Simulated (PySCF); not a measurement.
Be(NMe2)(SeH) (C2H7BeNSe), SMILES [Be]([SeH])[N](C)C.

Geometry optimised at ωB97X-D3(BJ)/def2-SVP. The structure was generated by enumeration; whether it is a known compound was not checked. The values are those of a single conformer.

Two levels are set side by side: PBE/def2-TZVP (PySCF) and r2SCAN/def2-TZVP (PySCF). Same geometry, gas phase. Differences are taken from unrounded values.

```
quantity                       PBE
---------------------------  -----
orbital gap (eV)              4.25
highest occupied level (eV)  -5.25
lowest empty level (eV)      -1.00
dipole moment (D)             1.82
mean polarisability (bohr³)   81.4
```

### Question
These are the PBE values. What does r2SCAN give? (An estimate is asked for; the answer gives what the named calculation found.)

### Answer

```
quantity                     r2SCAN  PBE minus r2SCAN
---------------------------  ------  ----------------
orbital gap (eV)               4.89             -0.64
highest occupied level (eV)   -5.46              0.21
lowest empty level (eV)       -0.57             -0.43
dipole moment (D)              1.89             -0.07
mean polarisability (bohr³)    78.7               2.6
```

Rough cost on one machine, each run with all the roots and properties that it gave: r2SCAN against PBE about 3 times.
